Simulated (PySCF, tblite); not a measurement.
Isomers of C5H10N2, one GFN2-xTB conformer each. Single-point energies are computed at PBE0/pcSseg-1 (PySCF, gas phase, no added dispersion term), electronic only.

Question: Rank them by PBE0/pcSseg-1 energy, lowest first (kJ/mol).
A. `[CH2:1]=[CH:2]/[CH:3]=[N:4]/[NH:5][CH2:6][CH3:7]` with C1–C2–C3–N4 -178°, C3–N4–N5–C6 -160°, N4–N5–C6–C7 83°
B. `[CH2:1]=[CH:2][N:3]1[CH2:4][CH2:5][CH2:6][NH:7]1` with C1–C2–N3–C4 156°, C2–N3–C4–C5 -163°, N3–C4–C5–C6 -6°, C4–C5–C6–N7 28°, C5–C6–N7–N3 -39°
C. `[CH3:1]/[CH:2]=[N:3]/[CH2:4]/[CH:5]=[N:6]/[CH3:7]` with C2–N3–C4–C5 -119°, N3–C4–C5–N6 133°

Answer: C (0.0), A (45.0), B (48.9).

As drawn, the lowest has a C=N bond, which the highest lacks; the highest has an N–N linkage, an N–H bond and a C=C bond outside aromatic rings, which the lowest lacks. Neighbours under 10 kJ/mol apart (C=C/C=N/NCC and C=CN1CCCN1) can change places with a better method, another conformer or zero-point energy. GFN2-xTB itself gives, in the same order: 0.0, 45.0, 4.2. Both levels put the same isomer lowest; measured from each level's own lowest isomer, the values differ by up to 44.7 kJ/mol (C=CN1CCCN1: 4.2 against 48.9).

Question: Which frontier levels, dipoles and rotational constants go with these structures?

Answer: 
| SMILES | HOMO (eV, PBE0/pcSseg-1) | LUMO (eV) | dipole (D) | A, B, C (MHz) |
| --- | --- | --- | --- | --- |
| C/C=N/C/C=N/C | -6.98 | -0.13 | 0.72 | 8387, 999.2, 951.5 |
| C=C/C=N/NCC | -5.78 | -0.57 | 2.18 | 9768, 998.2, 968.0 |
| C=CN1CCCN1 | -5.41 | 0.85 | 2.83 | 6257, 2003, 1602 |

Question: What happens when harmonic zero-point energies from GFN2-xTB frequencies are added?

Answer: 
```json
{"SMILES": "C/C=N/C/C=N/C", "ZPE (kJ/mol)": "372.5", "electronic (kJ/mol)": "0.0", "with ZPE (kJ/mol)": "0.0"}
{"SMILES": "C=C/C=N/NCC", "ZPE (kJ/mol)": "375.7", "electronic (kJ/mol)": "45.0", "with ZPE (kJ/mol)": "48.2"}
{"SMILES": "C=CN1CCCN1", "ZPE (kJ/mol)": "384.5", "electronic (kJ/mol)": "48.9", "with ZPE (kJ/mol)": "61.0"}
```

The zero-point energies span 12.0 kJ/mol. The order is unchanged.
